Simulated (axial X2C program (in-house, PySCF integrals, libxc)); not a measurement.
**Ionising NbO**

Computed with an in-house all-electron X2C program for linear molecules (integrals from PySCF), spin-free (one-electron X2C) or two-component (2c: spin–orbit coupling with atomic mean-field Coulomb and Gaunt terms, which also bring small scalar terms), in Dyall basis sets with cores contracted in-house; open shells are unrestricted.

Basis sets: Nb dyall-cv3z, O dyall-av3z.

| Hamiltonian | level | NbO state | Re (Å) | ωe (cm⁻¹) | De (eV) |
| --- | --- | --- | --- | --- | --- |
| spin-free | PBE0 | M_S = 3/2, Λ = 0 | 1.668 | 1033.3 | 7.40 |
| 2c | PBE0 | Ω = 3/2 | 1.668 | 1033.3 | n/a |

Adiabatic ionisation energy (minimum to minimum, no zero-point term) and constants of NbO⁺:

| Hamiltonian | level | NbO⁺ state | IE (eV) | Re (Å) | ωe (cm⁻¹) | De (eV) | fragments |
| --- | --- | --- | --- | --- | --- | --- | --- |
| spin-free | PBE0 | M_S = 1, Λ = 0 | 7.26 | 1.632 | 1103.5 | 7.03 | Nb+ + O |
| 2c | PBE0 | Ω = 1 | 7.26 | 1.632 | 1103.7 | n/a | Nb+ + O |

Question: Add the zero-point terms to the ionisation energy at PBE0, 2c, and say whether the electron removed was bonding.

Answer: IE0 = IE + (ωe⁺ − ωe)/2 = 7.26 + (0.004) = 7.26 eV. Re changes by -0.036 Å, so the bond shortens, as on loss of an antibonding or a polarising non-bonding electron.

Each entry is the lowest single determinant of a limited PBE0 search at one distance. De goes to single-determinant-based atoms at the same level (for ions the charge split of lowest energy) and is withheld (n/a) where an atom does not fit its ground term or J level. Main or longest-lived isotopes. One determinant is a doubtful description, or other states lie close, for NbO⁺, NbO; these need not be ground states, and all values refer to the states named. Some open-shell Ω = 0 determinants are out of reach, so the Ω given for NbO⁺ need not be the lowest component. With several unpaired electrons the Ω given is that of one determinant, not necessarily of the lowest component. The functionals have no current term, which raises determinants with orbital currents.
